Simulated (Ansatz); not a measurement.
This geometry of BF2HO + FH (7 atoms, charge 0, multiplicity 1) is a first-order saddle point.

Method: Ansatz 0.2.0, RKS B3LYP/def2-SVP.

```xyz
7
Properties=species:S:1:pos:R:3
B 0.003 0.142 0.113
O 0.002 -0.064 1.596
H -0.849 -0.408 1.907
F 1.131 -0.189 -0.505
F -1.168 -0.118 -0.481
F 0.068 1.759 0.454
H 0.025 1.199 1.433
```

(1) Which two structures does it join? (They come from a converged band through this point; their orientation in space is the band's.)

(2) How far does it lie above each of them?

Results:

(1) Bonds broken: F6–H7. Bonds formed: B1–F6, O2–H7. BF2HO + FH becomes BF3H2O.

Image 0:

```xyz
7
Properties=species:S:1:pos:R:3
B -0.065 -0.297 0.075
O -0.056 -0.256 1.437
H -0.936 -0.386 1.819
F 1.074 -0.200 -0.573
F -1.190 -0.475 -0.599
F 0.100 2.335 0.906
H 0.287 1.602 1.453
```

Image 8:

```xyz
7
Properties=species:S:1:pos:R:3
B 0.007 0.402 -0.105
O 0.031 0.039 1.661
H -0.814 -0.393 1.865
F 1.114 -0.207 -0.547
F -1.178 -0.166 -0.426
F 0.029 1.753 -0.049
H 0.024 0.894 2.120
```

(2) 0.56 eV above the first and 1.03 eV above the second. This is the barrier of this one path; another mechanism may lie lower. The orbitals stay closed-shell, which can raise the energy where a bond breaks towards radicals; this wasn't checked here.

Run time: 2.1 min on 1 thread of Intel(R) Xeon(R) 6975P-C (Granite Rapids), on a shared host, peak memory 0.17 GiB.
